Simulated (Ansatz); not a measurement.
Results of the Gaussian-basis code of Ansatz.

BCl2GeH5Si (`[SiH3][GeH]([Cl])[BH]Cl`) at its PBE0-D4/def2-TZVP geometry, where that method's forces vanish. Charge 0, multiplicity 1.

| atom | x (Å) | y (Å) | z (Å) |
| --- | --- | --- | --- |
| Si1 | -1.5151 | -0.8942 | -0.3449 |
| Ge2 | 0.0866 | 0.8495 | -0.0319 |
| Cl3 | 0.5405 | 1.5862 | -2.0253 |
| B4 | 1.8233 | 0.2160 | 0.8788 |
| Cl5 | 3.2949 | 0.0610 | -0.0089 |
| H6 | -2.6981 | -0.3514 | -1.0579 |
| H7 | -0.8939 | -1.9802 | -1.1442 |
| H8 | -1.9287 | -1.4297 | 0.9796 |
| H9 | -0.5446 | 2.0360 | 0.7229 |
| H10 | 1.8350 | -0.0932 | 2.0318 |

For each bond, give half the difference of the two atoms' forces along it (eV/Å; positive pushes the atoms apart) under PBE-D4, r2SCAN-D4, B3LYP-D4, ωB97M-V in def2-TZVPP. (Estimate.)

The calculation gave: 
```json
{"bond": "Si1–Ge2", "length (Å)": "2.388", "PBE-D4": "-0.03", "r2SCAN-D4": "0.01", "B3LYP-D4": "0.07", "ωB97M-V": "-0.01"}
{"bond": "Si1–H6", "length (Å)": "1.484", "PBE-D4": "0.08", "r2SCAN-D4": "-0.02", "B3LYP-D4": "-0.08", "ωB97M-V": "-0.10"}
{"bond": "Si1–H7", "length (Å)": "1.485", "PBE-D4": "0.09", "r2SCAN-D4": "-0.01", "B3LYP-D4": "-0.07", "ωB97M-V": "-0.09"}
{"bond": "Si1–H8", "length (Å)": "1.487", "PBE-D4": "0.08", "r2SCAN-D4": "-0.02", "B3LYP-D4": "-0.07", "ωB97M-V": "-0.09"}
{"bond": "Ge2–Cl3", "length (Å)": "2.173", "PBE-D4": "0.25", "r2SCAN-D4": "0.07", "B3LYP-D4": "0.30", "ωB97M-V": "0.09"}
{"bond": "Ge2–B4", "length (Å)": "2.061", "PBE-D4": "-0.15", "r2SCAN-D4": "-0.07", "B3LYP-D4": "-0.01", "ωB97M-V": "0.02"}
{"bond": "Ge2–H9", "length (Å)": "1.541", "PBE-D4": "0.12", "r2SCAN-D4": "-0.03", "B3LYP-D4": "-0.05", "ωB97M-V": "-0.10"}
{"bond": "B4–Cl5", "length (Å)": "1.726", "PBE-D4": "0.16", "r2SCAN-D4": "0.13", "B3LYP-D4": "0.20", "ωB97M-V": "0.13"}
{"bond": "B4–H10", "length (Å)": "1.194", "PBE-D4": "0.07", "r2SCAN-D4": "-0.04", "B3LYP-D4": "-0.20", "ωB97M-V": "-0.17"}
```

B3LYP here is the variant with VWN-RPA as its local correlation; programs differ in this.
